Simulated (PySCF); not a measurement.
A structure optimised at B3LYP-D3(BJ)/def2-SVP, used in a PySCF frequency run:

```xyz
9

C      1.1878     0.8745     0.0000
C      0.1137     0.0985     0.0000
C      0.1526    -1.4012     0.0000
O     -1.1817     0.5583     0.0000
H      1.4609     1.9272     0.0000
H      1.1856    -1.7713     0.0000
H     -0.3728    -1.7893    -0.8882
H     -0.3728    -1.7893     0.8882
H     -1.1728     1.5257     0.0000
```
Charge 0, spin multiplicity 2.

**Question.** Write its SMILES, formula and point group.

**Answer.** [CH]=C(C)O, C₃H₅O, Cs

**Question.** What are its rotational constants (standard atomic weights)?

**Answer.** 10.861, 9.1696, 5.1325 GHz
